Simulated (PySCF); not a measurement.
Precursor series Zn NH2-Br. Isolated molecules, 0 K electronic values unless said otherwise. One relaxed conformer stands for each flexible species; it need not be the lowest.

All values below come from TPSSh-D3(BJ)/def2-TZVP // PBE-D3(BJ)/def2-SVP (PySCF 2.14.0). 

```csv
species,charge on the central atom (Mulliken) (e),HOMO (eV),mean distance from the central atom to its bonded neighbours (Å),coordination number
0 of 2 NH2 replaced by Br ([Zn(NH2)2]),0.43,-6.09,1.830,2
1 of 2 NH2 replaced by Br,0.47,-6.73,2.040,2
2 of 2 NH2 replaced by Br ([Zn(Br)2]),0.54,-7.90,2.237,2
```
